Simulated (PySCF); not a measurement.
Job file and geometry (Å, from GFN2-xTB) of an NMR shielding run on `Cc1[p-]cc([SiH3])c1C`, [C6H10PSi]-, GIAO PBE0/pcSseg-1 NMR shielding, non-relativistic, gas phase (PySCF); density fitting, a coarse starting grid and PySCF grid level 2 are the driver's defaults:

```
{"job": {"kind": "nmr", "xc": "PBE0", "basis": "pcSseg-1"}, "charge": -1, "multiplicity": 1}
C      2.510269     0.305799    -1.076956
C      1.238846     0.746614    -0.412054
P      0.902220     2.421746     0.027321
C     -0.642853     1.932521     0.639244
C     -0.892216     0.566303     0.520056
Si    -2.476648    -0.217863     1.045487
C      0.201567    -0.101944    -0.083889
C      0.232804    -1.577225    -0.357767
H      2.304293    -0.175630    -2.038188
H      3.053914    -0.413854    -0.455551
H      3.160223     1.161544    -1.255221
H     -1.339343     2.637425     1.073269
H     -3.249435    -0.855553    -0.048844
H     -3.400949     0.755655     1.655227
H     -2.337521    -1.299213     2.053151
H      1.219474    -1.992792    -0.141501
H      0.009832    -1.788799    -1.408613
H     -0.503239    -2.098414     0.253171
```

Question: Write the output of this run.

Answer: 
```
coarse grid: 15968 points
cycle   1  E = -864.7758209904  dE =  1.006e+00  |g| = 6.031e-01  |ddm| = 4.212e+00
cycle   2  E = -864.6561092639  dE =  1.197e-01  |g| = 8.980e-01  |ddm| = 2.474e+00
cycle   3  E = -864.8864327907  dE = -2.303e-01  |g| = 1.273e-01  |ddm| = 1.619e+00
cycle   4  E = -864.8905603219  dE = -4.128e-03  |g| = 5.130e-02  |ddm| = 2.628e-01
cycle   5  E = -864.8911887987  dE = -6.285e-04  |g| = 2.232e-02  |ddm| = 9.401e-02
cycle   6  E = -864.8913174393  dE = -1.286e-04  |g| = 4.910e-03  |ddm| = 2.973e-02
cycle   7  E = -864.8913226406  dE = -5.201e-06  |g| = 1.706e-03  |ddm| = 6.194e-03
final grid: 144824 points
cycle   8  E = -864.9388809182  dE = -3.173e-05  |g| = 8.872e-03  |ddm| = 4.398e-02
cycle   9  E = -864.9388487868  dE =  3.213e-05  |g| = 1.375e-02  |ddm| = 2.606e-02
cycle  10  E = -864.9389015657  dE = -5.278e-05  |g| = 1.918e-03  |ddm| = 1.899e-02
cycle  11  E = -864.9389026065  dE = -1.041e-06  |g| = 3.676e-04  |ddm| = 2.914e-03
cycle  12  E = -864.9389026353  dE = -2.877e-08  |g| = 1.669e-04  |ddm| = 5.915e-04
cycle  13  E = -864.9389026420  dE = -6.669e-09  |g| = 3.417e-05  |ddm| = 1.893e-04
cycle  14  E = -864.9389026422  dE = -2.151e-10  |g| = 1.959e-05  |ddm| = 6.335e-05
converged SCF energy = -864.9389026422

GIAO shielding tensors (ppm)
atom      isotropic    diamagn.    paramagn.     s11        s22        s33       span
  0 C      167.078     246.219     -79.141    156.200    161.826    183.208     27.008
  1 C       43.285     264.222    -220.937    -66.444     48.574    147.725    214.170
  2 P      209.832     970.962    -761.130    102.706    161.633    365.157    262.451
  3 C       40.334     259.127    -218.793    -93.421     66.392    148.030    241.451
  4 C       81.589     254.239    -172.650     15.818     81.768    147.180    131.363
  5 Si     443.272     881.588    -438.316    388.106    445.732    495.979    107.873
  6 C       56.198     257.369    -201.171    -31.823     55.626    144.791    176.614
  7 C      168.750     248.520     -79.770    159.620    163.095    183.535     23.915
  8 H       29.455      30.244      -0.789     24.894     27.834     35.636     10.742
  9 H       29.361      30.194      -0.833     24.960     27.609     35.514     10.555
 10 H       29.182      29.259      -0.076     23.507     29.735     34.306     10.799
 11 H       24.629      33.166      -8.538     22.986     23.329     27.571      4.585
 12 H       27.121      30.157      -3.036     23.498     25.240     32.625      9.128
 13 H       27.521      30.289      -2.768     23.827     26.615     32.122      8.295
 14 H       27.105      30.194      -3.090     23.437     25.425     32.452      9.014
 15 H       29.375      31.425      -2.050     24.201     29.480     34.444     10.243
 16 H       29.360      30.825      -1.465     25.511     26.667     35.902     10.391
 17 H       29.267      32.192      -2.925     23.116     30.405     34.280     11.164
```

Question: Turn these shieldings into chemical shifts. Scale: 13C (σ = 186.93 ppm), 29Si (σ = 349.16 ppm), 1H (σ = 31.72 ppm) vs TMS; 31P (σ = 318.38 ppm) vs H3PO4 (reference shieldings calculated alike).

Answer: Averaging equivalent atoms: C 3: 146.6; C 1: 143.6; C 6: 130.7; C 4: 105.3; C 0: 19.8; C 7: 18.2; P 2: 108.5; Si 5: -94.1; H 11: 7.09; H 12/13/14: 4.47; H 8/9/10: 2.38; H 15/16/17: 2.38 ppm. Experimental scales use liquid or dissolved standards, which lie at an offset from isolated H3PO4.

Size and cost of the density-fitted run: 200 basis functions, 39 s wall time on 1 thread of an Arm Neoverse V1, shared host.
